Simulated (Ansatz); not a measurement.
Ansatz (a quantum-chemistry and plane-wave program) input (BLYP/6-31G*):

Ansatz 0.2 input:
```yaml
crystal:
  periodic: [false, false, false]
  atoms:
    - {symbol: C, position_ang: [-2.18694900, 0.00139300, -0.09965900]}
    - {symbol: C, position_ang: [-1.01554500, 0.13472500, 0.50215900]}
    - {symbol: C, position_ang: [0.18687600, -0.72080900, 0.19186800]}
    - {symbol: C, position_ang: [1.35066900, 0.07601700, -0.19353400]}
    - {symbol: N, position_ang: [2.25909500, 0.71584600, -0.48834400]}
    - {symbol: H, position_ang: [-3.02917900, 0.62672000, 0.16475400]}
    - {symbol: H, position_ang: [-2.34798900, -0.73536300, -0.87816000]}
    - {symbol: H, position_ang: [-0.87406900, 0.88651900, 1.27090500]}
    - {symbol: H, position_ang: [-0.03978100, -1.42309600, -0.61290200]}
    - {symbol: H, position_ang: [0.46704700, -1.31365300, 1.06880700]}
basis:
  gaussian:
    orbitals: 6-31G*
hamiltonian:
  xc: {name: BLYP}
output: {forces: true}
```

Output:

```
Functional definition: BLYP
integrals: 0.03 GiB planned
1052 factors; their error is unknown
mean field: 0.20 GiB planned
mean field evaluation 1: about -5705.9397 eV, gradient 6.5e1 eV
mean field evaluation 2: about -5689.0767 eV, gradient 1.0e2 eV
mean field evaluation 4: about -5715.7929 eV, gradient 5.1e0 eV
mean field evaluation 8: about -5715.8567 eV, gradient 3.1e-1 eV
mean field evaluation 16: about -5715.7838 eV, gradient 2.9e-3 eV
mean field -5715.78379941 eV, -210.0511803308 hartree, gradient 6.3e-5 eV, S^2 0.000000; 0 other end points of the search recorded, 0 dependent functions left out
the calculation of the forces begins
reference -5715.78406388 eV, -210.0511900499 hartree; 18, 18 occupied and 67, 67 virtual orbitals, 1052 factors
Total energy: -5715.78406388 eV, -210.0511900499 hartree
Atom 0 at    -2.186949     0.001393    -0.099659 Å, force    -0.575535    -0.039162    -0.285768 eV/Å
Atom 1 at    -1.015545     0.134725     0.502159 Å, force     0.469756     0.080496     0.287885 eV/Å
Atom 2 at     0.186876    -0.720809     0.191868 Å, force     0.036062     0.011649     0.023330 eV/Å
Atom 3 at     1.350669     0.076017    -0.193534 Å, force    -1.805529    -1.320899     0.582943 eV/Å
Atom 4 at     2.259095     0.715846    -0.488344 Å, force     2.264466     1.603038    -0.734787 eV/Å
Atom 5 at    -3.029179     0.626720     0.164754 Å, force    -0.346829     0.215357     0.073159 eV/Å
Atom 6 at    -2.347989    -0.735363    -0.878160 Å, force    -0.102594    -0.259718    -0.287497 eV/Å
Atom 7 at    -0.874069     0.886519     1.270905 Å, force     0.063913     0.271630     0.293348 eV/Å
Atom 8 at    -0.039781    -1.423096    -0.612902 Å, force    -0.098608    -0.295739    -0.268905 eV/Å
Atom 9 at     0.467047    -1.313653     1.068807 Å, force     0.094898    -0.266651     0.316290 eV/Å
Dipole moment:    -0.633189    -0.397204     0.210578 e Å
```

The geometry given is a B3LYP-D3(BJ)/def2-TZVP minimum.
